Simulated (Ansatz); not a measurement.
`F[Si](F)(S)[GeH3]` → `F[Si]F` + `[SH][GeH3]` at 400 K and 1 bar (silylene formation by 1,1-elimination).

Isolated molecules relaxed with PBE0-D4/def2-TZVP in Ansatz; ΔE leaves out vibrations. CCSD(T)/CBS adds triple-zeta CCSD(T) − MP2 to the extrapolated MP2 energy (def2 sets, frozen cores). This one scheme is used for every species. For Ge outer-core shells are correlated without core-valence functions, which leaves a few kJ/mol of doubt a bond. Scalar relativity is left out up to krypton. Each species was taken in one conformer, which may not be the lowest.

```json
{"species": "`F[Si](F)(S)[GeH3]`", "CCSD(T)/CBS energy (Eh)": "-2965.12336", "H − E (kJ/mol)": "142.5", "S (J/(mol·K))": "427.2"}
{"species": "`F[Si]F`", "CCSD(T)/CBS energy (Eh)": "-488.75686", "H − E (kJ/mol)": "28.3", "S (J/(mol·K))": "270.5"}
{"species": "`[SH][GeH3]`", "CCSD(T)/CBS energy (Eh)": "-2476.30083", "H − E (kJ/mol)": "106.6", "S (J/(mol·K))": "308.1"}
```

H − E and S are ideal-gas, rigid-rotor, harmonic terms from PBE0-D4/def2-TZVP, for one conformer and one mirror image of each species. 1 Eh = 2625.50 kJ/mol, R = 8.31446 J/(mol·K).

Task: By hand: ΔE, ΔH, ΔS and ΔG.

Result: ΔE = (-488.75686) + (-2476.30083) − (-2965.12336) = 0.06567 Eh = 172.4 kJ/mol. Δ(H − E) = 28.3 + 106.6 − 142.5 = -7.6, so ΔH = 164.8 kJ/mol. ΔS = 270.5 + 308.1 − 427.2 = 151.4 J/(mol·K). ΔG = 164.8 − 400 × (151.4)/1000 = 104.2 kJ/mol.

Task: By hand: the equilibrium constant, and the temperature at which ΔG would vanish if ΔH and ΔS stayed fixed.

Result: log₁₀ K = −ΔG/(RT ln 10) = -13.6. ΔG = 0 at ΔH/ΔS = 1089 K.

The number of gas molecules changes by +1, which sets the sign of ΔS. A doubt of 5 kJ/mol in ΔE shifts log₁₀ K by 0.7 here. Other conformers and mirror images would add mixing entropy, several J/(mol·K) or more a flexible species. These are equilibria of isolated gas molecules and say nothing of rates. Largest T1 diagnostic: 0.015 (customary marks: 0.02 for closed shells, 0.045 for open ones).
